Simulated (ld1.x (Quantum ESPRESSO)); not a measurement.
Values are calculated unless marked as measured or tabulated.
Potentials for Ni (Z = 28) compared

Generated with ld1.x 7.5 (TM, RRKJ, ultrasoft, PAW), atompaw 4.2 or ONCVPSP 4.0.1. The cutoff is in Ry: for ld1.x and atompaw files where the sum of valence levels is converged to 10 mRy in a Bessel basis, for ONCV files where the hardest occupied wave has 1 mHa per electron of residual kinetic energy. The error is the largest all-electron minus pseudo excitation energy over each file’s own four to seven test configurations (ionisations up to +4, promotions, holes and added fractions of an electron), all of which were solved. The labels leave out finer settings (local radius, basis sizes, second energies), which also bear on the numbers. Spin-polarised tests are not counted. The rows are a selection from randomly drawn settings: files with unsolved tests, undetermined cutoffs or missed reference levels are left out.

A true bound ghost makes a file unfit for plane-wave use even where its test errors are small: the radial tests pick states by their node count and pass the ghost by.

```csv
potential,cutoff (Ry),largest error (meV),bound ghosts
"TM semilocal, LDA (PZ), scalar-relativistic, rc 2.10/0.70/1.20/2.20 (spdf), local d, core correction yes, reference 3p6 3d8 4s1 4p0",180,-229,none
"TM, LDA (PZ), non-relativistic, rc 2.25/2.05/1.45 (spd), local smoothed, core correction no, reference 3d8 4s2 4p0",140,-184,none
"TM, BLYP, scalar-relativistic, rc 1.00/1.00/1.20 (spd), local s, core correction no, reference 3s2 3p6 3d7 4s0 4p0",180,+1120,none
```

(1) Fill in the row for Ni: RRKJ, BLYP, scalar-relativistic, rc 0.75/0.90/1.50 (spd), local s, core correction yes, reference 3s2 3p6 3d7 4s0 4p0.

(2) Fill in the row for Ni: PAW, revPBE, scalar-relativistic, rc 1.90/2.60/1.35 (spd), local smoothed, core correction yes, reference 3d8 4s2 4p0.

## Answers

(1) cutoff 230 Ry, largest error +194 meV, bound ghosts: none.

(2) cutoff 60 Ry, largest error -1256 meV, bound ghosts: s.
